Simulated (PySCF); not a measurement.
Gas-phase equilibrium of 1 mol SO₂, 57 mol O₂ at 2000 K and 0.100 bar, among 11 species (S₂O, SO₂, O₂, O, S₂, S₆, O₃, SO, S₈, S, SO₃). Only gases are allowed; each row takes one source of thermochemistry for all species, and Cantera finds the minimum.

Computed with PySCF and rigid-rotor harmonic-oscillator thermochemistry at 1 bar. † marks an energy on the PBE0/def2-TZVP geometry and frequencies; other levels use their own. MP2 and CCSD(T) freeze the core. Open shells (unrestricted) among the columns below: O₂ (multiplicity 3), O (multiplicity 3, electronic degeneracy 9), SO (multiplicity 3), S (multiplicity 3, electronic degeneracy 9); the rest are closed-shell singlets. Spin-orbit splitting is ignored; it lowers the true energy and changes the entropy of O, S. MP2 isn't extrapolated to the basis-set limit. CCSD(T) isn't extrapolated to the basis-set limit. The harmonic model lacks anharmonicity and excited electronic states, which grow with temperature; levels with a mode under 35 cm⁻¹ are left out. Warning, large T1 diagnostic: SO₂ (CCSD(T)/def2-SVP†).

Molecules larger than those listed are left out.

With BLYP/def2-TZVP† thermochemistry: O 0.00037, O₂ 0.98, SO₂ 0.017, S 1.7e-8, SO 0.00013, SO₃ 4.8e-6.

### Question
How far does the composition move with the other sources (CCSD(T)/def2-SVP†, HF/def2-TZVP†, MP2/def2-SVP†, PBE0/def2-TZVP, ωB97X-V/def2-TZVP†)?

### Answer
```json
[
 {"thermochemistry": "BLYP/def2-TZVP†", "x O": "0.00037", "x O₂": "0.98", "x SO₂": "0.017", "x S": "1.7e-8", "x SO": "0.00013", "x SO₃": "4.8e-6"},
 {"thermochemistry": "CCSD(T)/def2-SVP†", "x O": "0.011", "x O₂": "0.97", "x SO₂": "0.011", "x S": "0.00011", "x SO": "0.0064", "x SO₃": "7.0e-8"},
 {"thermochemistry": "HF/def2-TZVP†", "x O": "0.99", "x O₂": "6.4e-5", "x SO₂": "4.1e-7", "x S": "0.0082", "x SO": "0.00038", "x SO₃": "<1e-12"},
 {"thermochemistry": "MP2/def2-SVP†", "x O": "0.0026", "x O₂": "0.98", "x SO₂": "0.015", "x S": "1.3e-5", "x SO": "0.0018", "x SO₃": "2.9e-7"},
 {"thermochemistry": "PBE0/def2-TZVP", "x O": "0.0014", "x O₂": "0.98", "x SO₂": "0.017", "x S": "2.7e-8", "x SO": "0.00011", "x SO₃": "3.2e-5"},
 {"thermochemistry": "ωB97X-V/def2-TZVP†", "x O": "0.0011", "x O₂": "0.98", "x SO₂": "0.017", "x S": "1.8e-8", "x SO": "7.9e-5", "x SO₃": "2.2e-5"}
]
```
The most sensitive of these is SO₃: it spans a factor of 10^7.5 over these rows; at this temperature one factor of ten is RT ln 10 = 38 kJ/mol.
